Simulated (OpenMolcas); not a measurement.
**Lines of Co⁺: computed and rescaled rates**

* Program: OpenMolcas 26.06
* Method: MS-CASPT2, IPEA 0.25 Eh, imaginary shift 0.1 Eh (closed shells correlated: 3s 3p)
* Basis: ANO-RCC-VTZP [6s5p3d2f1g]
* Scalar Hamiltonian: DKH2, point nucleus
* Active space: 8 electrons in 6 orbitals (3d 4s)
* State averaging: 2S+1 = 3 even, 55 roots; 2S+1 = 5 even, 10 roots kept (CI in the orbitals of an earlier block); 2S+1 = 1 even, 33 roots kept (CI in the orbitals of an earlier block)
* Spin-orbit coupling: state interaction with AMFI integrals over the reference wave functions, term energies averaged over their components

Rates come from the transition moments of the reference wave functions (E1 and E2 in the length form). At fixed line strength A goes as λ^-3 for E1 and M1 and as λ^-5 for E2, so a rate at the computed wavelength can be rescaled to the measured one. Measured vacuum wavelengths follow from level energies in NIST Handbook of Basic Atomic Spectroscopic Data. Branching counts decays inside the model space alone, at computed energies, and the table is only a selection of the M1 lines, drawn from those between levels with measured partners whose computed energy lies within a factor of 1.5 of the measured one.

```csv
Upper,Lower,Type,λ computed (nm),λ measured (nm),A computed (s-1),A rescaled (s-1),Branching %
3d7 4s 5F1,3d7 4s 5F2,M1,39500,39270,1.75e-03,1.78e-03,99.9
3d7 4s 5F2,3d7 4s 5F3,M1,25930,25690,5.58e-03,5.74e-03,100.0
3d7 4s 5F3,3d7 4s 5F4,M1,19120,18800,1.04e-02,1.09e-02,100.0
3d7 4s 3F2(1),3d7 4s 3F3(1),M1,16750,16300,7.38e-03,8.01e-03,17.4
3d7 4s 5F4,3d7 4s 5F5,M1,15150,14740,1.14e-02,1.24e-02,100.0
3d8 3F2,3d8 3F3,M1,14260,15460,1.23e-02,9.65e-03,100.0
3d7 4s 3F3(1),3d7 4s 3F4(1),M1,11200,11170,1.86e-02,1.88e-02,41.8
3d8 3F3,3d8 3F4,M1,9548,10520,3.00e-02,2.24e-02,100.0
3d7 4s 3F3(1),3d7 4s 5F2,M1,1818,1737,9.75e-03,,21.9
3d7 4s 3F2(1),3d7 4s 5F1,M1,1711,1635,1.35e-02,,31.9
3d7 4s 3F4(1),3d7 4s 5F5,M1,1619,1547,2.80e-02,,66.3
3d7 4s 3F2(1),3d8 3F3,M1,1298,964.2,7.69e-03,,18.1
```

Spin-changing lines and M1 lines between different terms are not rescaled, since their strength hangs on the term gaps too.

The largest correction is for 3d8 3F3 → 3d8 3F4 (M1): 3.00e-02 × (9548 / 10520)^3 = 2.24e-02 s-1, a factor of 0.75.

The computed rate and branching of 3d8 3F3 → 3d8 3F4 give the upper level a radiative lifetime of 1.000 / 3.00e-02 s-1 = 3.33e+01 s, counting decays inside the model space alone. The rescaled rate gives about 4.5e+01 s.

The computed order of these levels differs from the measured one in 1 place, and where term gaps are wrong the rates of spin-changing lines can be off by large factors.

These are rates of the free ion; in crystals, glasses and complexes forced electric-dipole and non-radiative decay shorten such lifetimes by orders of magnitude. No measured rate stands beside these. Rescaling mends the energy factor alone: line strengths can still be far off where a level mixes with configurations outside the active space, and weak or spin-changing lines hang on small mixing coefficients that depend on the term gaps too, so rescaling need not improve them.

CASPT2 breaks the degeneracy within a term, and the mean is taken; among the terms shown or strongly mixed into the levels shown the widest spread is 1800 cm-1 (3d7 4s 5F). Terms from blocks run as CI alone lack orbitals of their own. A single d shell beside an s shell can misplace configurations of different d count against each other. The CASPT2 spread within a term exceeds the gap to the next term for 3d8 3F and 3d7 4s 5F, so the order of their levels is uncertain, and so are names and mixing where such terms share a J. Measured partners are found by configuration, term and J. A level has none where our copy of the source lacks it or the pairing is in doubt (some pairs that miss far off the trend of their configuration count as doubtful). Only configurations of the active space appear.

A number in round brackets counts repeated terms of one configuration in the order of the reference energies.
